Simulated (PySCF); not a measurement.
Working out the ionisation energy of Mn

Mn [Ar] 3d5 4s2 (6S) → Mn+ [Ar] 3d5 4s1 (7S). Computed with PySCF 2.14 in cc-pVTZ-DK (7s6p4d2f1g, 68 functions), with scalar relativity by spin-free X2C-1e. Frozen: [Ar]. Energies in hartree (1 hartree = 27.21139 eV):

```
             part    Mn (lower)   Mn+ (upper)
              UHF  -1157.383283  -1157.161982
MP2 opposite-spin     -0.035474      0.000000
    MP2 same-spin     -0.084591     -0.085466
```

Problem. What does Hartree-Fock give?

Solution. (-1157.161982) − (-1157.383283) = 0.221301 hartree = 6.022 eV.

Problem. What do MP2 and SCS-MP2 (6/5 opposite-spin, 1/3 same-spin) give?

Solution. The opposite-spin parts differ by 0.965 eV and the same-spin parts by -0.024 eV. MP2: 6.022 + (0.965) + (-0.024) = 6.963 eV. SCS-MP2: 6.022 + 1.2 × (0.965) + (-0.024)/3 = 7.172 eV.

Measured between the centres of the two terms (NIST): 7.434 eV, so MP2 (valence) is off by -0.471 eV.

What remains against the reference includes basis incompleteness, the frozen core and correlation beyond second order.
